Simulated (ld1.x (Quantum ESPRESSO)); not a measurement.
# carbon: excitation energies, all-electron against PAW

| Item | Value |
| --- | --- |
| Element | C (Z = 6) |
| Generator | ld1.x (Quantum ESPRESSO) 7.5 |
| Type | PAW |
| Functional | LDA (PZ) |
| Relativity | scalar-relativistic |
| Frozen core | [He] |
| Valence charge | 4 |
| Reference configuration | 2s2 2p2 |
| Partial waves | 2s (bound): rcut 1.35, rcutus 1.50 bohr; 2s channel at 1.35 Ry: rcut 1.35, rcutus 1.50 bohr; 2p (bound): rcut 1.80, rcutus 2.35 bohr; 2p channel at 1.5 Ry: rcut 1.80, rcutus 2.35 bohr |
| Local potential | all-electron potential smoothed inside 1.80 bohr (lloc = -1) |
| Core correction | Bessel-smoothed model core inside 1.34 bohr |
| Augmentation charge | BESSEL, radius 1.10 bohr |

Energies are relative to the spin-unpolarised reference configuration 2s2 2p2; without spin polarisation the order of configurations can differ from experiment. Not all tests gave a result: test run stopped at test 8 of 9 (negative rho).

```tsv
valence configuration	charge	ΔE all-electron (eV)	error AE − PS (meV)
2s2 2p1	+1	10.988	+0.3
2s1 2p0	+3	83.217	-17
2s2 2p1.5	+0.5	4.029	+0.2
2s2 2p2.3	-0.3	-1.199	+0.2
2s1 2p3	0	8.242	-0.1
```

**Question.** What are ΔE and the potential's error for 2s2 2p0?

**Answer.** ΔE = 35.247 eV all-electron; the error (AE − PS) is -1.4 meV.

**Question.** What are ΔE and the potential's error for 2s0 2p4?

**Answer.** ΔE = 16.517 eV all-electron; the error (AE − PS) is +0.1 meV.
